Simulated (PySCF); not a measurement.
Several orderings of computed values.

Species are written as SMILES; each is one conformer at its optimised geometry, gas phase, non-relativistic unless stated; the electronic structure was computed with PySCF and density fitting.

The conformers computed, where there is a choice (atom-mapped SMILES and torsion angles):
- `[OH:1][c:2]1[cH:3][cH:4][n:5][cH:6][cH:7]1`: H–O1–C2–C3 180°
- `[CH3:1][SiH2:2][Si@@H:3]([S:4][CH3:5])[C:6]([F:7])([F:8])[F:9]`: C1–Si2–Si3–S4 164°, Si2–Si3–S4–C5 154°, Si2–Si3–C6–F7 47°
- `[OH:1][c:2]1[cH:3][cH:4][cH:5][cH:6][n:7]1`: H–O1–C2–C3 180°
- `[CH3:1][S:2][Si:3]([S:4][CH3:5])([S:6][CH3:7])[S:8][CH3:9]`: C1–S2–Si3–S4 -67°, S2–Si3–S4–C5 -65°, S2–Si3–S6–C7 -174°, S2–Si3–S8–C9 -53°
- `[CH3:1][O:2][C@H:3]1[CH2:4][P@:5](=[S:6])([CH:7]2[CH2:8][CH2:9]2)[CH2:10]1`: C1–O2–C3–C4 74°, C4–P5–C7–C8 108°
- `[PH-:1][PH2:2]`: H–P1–P2–H -135°, H–P1–P2–H 134°
- `[CH3:1][CH2:2][P@@+:3]12[CH:4]=[CH:5][C@@H:6]([CH:7]=[CH:8]1)[CH:9]=[CH:10]2`: C1–C2–P3–C4 -60°

The conformers of `C[PH+]1Cc2ccccc2C1`, `CCP1(=S)CCC(=O)CC1` and `C#C[C@@H]1[C@H]2CC[C@]1(Cl)C[C@H]2F` aren't listed.

Problem. Rank by HOMO–LUMO gap, highest first (PBE0/pcSseg-1 at GFN2-xTB geometries).
A. `C(F)([Si@@H]([SiH2]C)SC)(F)F`
B. `Oc1ccncc1`
C. `CC#CC1=CCC=CC=C1`
D. `Oc1ccccn1`

Solution. B (6.88 eV), A (6.44 eV), D (6.21 eV), C (5.40 eV).

Problem. By how much do the two ends of that ranking differ?

Solution. By 1.48 eV, between `Oc1ccncc1` and `CC#CC1=CCC=CC=C1`.

Problem. Rank by dipole moment, lowest first (PBE0/pcSseg-1 at GFN2-xTB geometries).
A. `CC#CC1=CCC=CC=C1`
B. `C1=Cc2ccccc2CC1`
C. `C[SiH2][Si@@H](SC)C(F)(F)F`
D. `CS[Si](SC)(SC)SC`
E. `Oc1ccncc1`
F. `CO[C@H]1C[P@](=S)(C2CC2)C1`

Solution. D (0.05 D), A (0.45 D), B (0.63 D), C (1.59 D), E (2.74 D), F (5.11 D).

Problem. By how much do the two ends of that ranking differ?

Solution. By 5.06 D, between `CO[C@H]1C[P@](=S)(C2CC2)C1` and `CS[Si](SC)(SC)SC`.

Problem. Rank by smallest rotational constant, lowest first (GFN2-xTB).
A. `Clc1cc[nH+]cc1`
B. `CC[P+]12C=CC(C=C1)C=C2`
C. `CC#CC1=CCC=CC=C1`
D. `[PH-]P`
E. `C1=Cc2ccccc2CC1`
F. `n1c(O)cccc1`
G. `C[SiH2][Si@@H](SC)C(F)(F)F`

Solution. G (0.526 GHz), C (0.633 GHz), E (0.876 GHz), B (0.951 GHz), A (1.235 GHz), F (1.895 GHz), D (6.666 GHz).

Problem. Rank by HOMO energy, highest first (PBE0/pcSseg-1 at GFN2-xTB geometries).
A. `CO[C@H]1C[P@](=S)(C2CC2)C1`
B. `C[SiH2][Si@@H](SC)C(F)(F)F`
C. `CCP1(CCC(CC1)=O)=S`
D. `C1=CC2C=C[P+]1(C=C2)CC`
E. `c1c(O)ccnc1`
F. `C[PH+]1Cc2ccccc2C1`
G. `C#C[C@H]1[C@]2(C[C@H]([C@@H]1CC2)F)Cl`

Solution. A (-6.52 eV), C (-6.68 eV), B (-7.09 eV), E (-7.38 eV), G (-7.65 eV), F (-10.94 eV), D (-11.45 eV).

Problem. By how much do the two ends of that ranking differ?

Solution. By 4.93 eV, between `CO[C@H]1C[P@](=S)(C2CC2)C1` and `CC[P+]12C=CC(C=C1)C=C2`.
